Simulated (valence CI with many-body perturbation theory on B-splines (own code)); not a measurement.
The numbers below are computed, except where a source is named.
## From CI to CI+MBPT in Br12+

Level of theory: configuration interaction combined with many-body perturbation theory (CI+MBPT): five valence electrons over a frozen Dirac-Fock core [Ar], a basis of 7 s, 7 p, 8 d, 6 f, 4 g, 1 h functions for each j, with the one-electron correlation potential Σ1 (screened to all orders), the two-electron term Σ2, the three-electron term Σ3, Breit, model QED; selected single and double excitations, second order for the rest, scaled by the run's own slope (own B-spline code, finite nucleus).

No measured spectrum was set against this ion. As an estimate, terms of the open shell hold to 2 to 4 % of their energy, and close levels can change places. Only levels of the ground parity were solved; by the run's estimate the other parity begins above the list, which can be wrong where configurations are misplaced.

Each rung adds one term. CI alone is the Dirac-Coulomb CI over the frozen core; QED comes last and gives the full result, which names the levels. Energies are above 3d5 6S_5/2 on the same rung, in eV.

Names give the largest LS component (configuration and term), which can be under half, so a name can repeat, a term be missing and a line seem to break the LS rules; names also repeat where a configuration has a term twice. Letters in brackets count levels of one name in rising energy.

```csv
Level,CI alone,+ Σ1,+ Σ2,+ Σ3,+ Breit,Full
3d5 4G_5/2,8.946,8.971,8.695,8.587,8.621,8.620
3d5 4G_11/2,9.142,9.175,8.919,8.817,8.725,8.725
3d5 4G_7/2,9.088,9.121,8.862,8.761,8.749,8.750
3d5 4G_9/2,9.171,9.207,8.958,8.860,8.804,8.805
3d5 4P_5/2,9.716,9.737,9.420,9.258,9.314,9.311
3d5 4P_3/2,9.930,9.957,9.654,9.496,9.545,9.544
3d5 4P_1/2,10.192,10.226,9.973,9.797,9.824,9.824
3d5 4D_7/2,11.083,11.123,10.642,10.593,10.574,10.574
3d5 4D_1/2,11.402,11.453,11.030,10.956,10.954,10.956
3d5 4D_5/2,11.524,11.577,11.198,11.107,11.069,11.071
3d5 4D_3/2,11.556,11.612,11.246,11.151,11.123,11.126
3d5 2I_11/2,13.026,13.069,12.820,12.617,12.561,12.561
3d5 2I_13/2,13.302,13.356,13.126,12.928,12.783,12.785
3d5 2D_5/2 [a],13.778,13.823,13.460,13.226,13.259,13.258
3d5 2D_3/2 [a],14.239,14.287,13.881,13.674,13.695,13.695
3d5 2F_7/2 [a],14.680,14.728,14.295,14.052,14.051,14.051
3d5 4F_9/2,14.783,14.832,14.382,14.292,14.267,14.267
3d5 4F_5/2,15.062,15.124,14.731,14.605,14.603,14.605
3d5 4F_7/2,15.289,15.362,15.056,14.911,14.857,14.860
```

Problem. How does the ionisation energy move along the ladder, and which term matters most?

Solution. CI alone 383.27, + Σ1 385.38, + Σ2 392.30, + Σ3 392.30, + Breit 392.34, + QED 392.35 eV. The largest step is Σ2, 6.92 eV. NIST lists 393 ± 3 eV (theoretical).
